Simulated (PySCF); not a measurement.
Computed vibrations of [Sm(H2O)]3+

[Sm(H2O)]3+ (singlet in the valence; each metal's 4f electrons, 5 of them, lie in its core potential, out of spins and levels). PySCF 2.14.0, RKS PBE0, Sm lcecp-1-SVP with ECP51, O def2-SVP, H def2-SVP; non-relativistic Hamiltonian with scalar-relativistic core potentials where named; density fitting; no spin-orbit coupling. Central differences of gradients.

```xyz
4

Sm    0.0000    0.0000   -0.2438
O     0.0000    0.0000    1.9863
H     0.7788    0.0000    2.6149
H    -0.7788    0.0000    2.6149
```

Run from Python with OMP_NUM_THREADS=2. Where DIIS fails, smearing, a level shift and second-order steps follow.
It took 22 s on 2 threads of Intel(R) Xeon(R) Platinum 8259CL CPU @ 2.50GHz (Skylake/Cascade Lake), with other jobs on the host.

(1) What are the harmonic wavenumbers and infrared intensities?

(2) Is this a minimum?

An lcecp potential fixes the number of 4f electrons, so in runs with it no electron can move into or out of that shell.

## Answers

(1) Modes are labelled in C2v; negative numbers are unstable modes, those under 60 cm⁻¹ near the noise; a finer grid moves soft modes by up to 10 cm⁻¹.
```csv
cm⁻¹,km/mol,symmetry
457,24.3,a1
675,95.8,b2
742,429.0,b1
1655,160.2,a1
3412,812.0,a1
3426,564.2,b2
```

(2) Yes. Ideal gas at 298.15 K and 1 bar: S = 274.2 J/(mol K), Cp = 45.9 J/(mol K), H − H(0 K) = 11.2 kJ/mol (rigid rotor, harmonic modes, spin degeneracy alone, that of the 4f electrons in the core included).
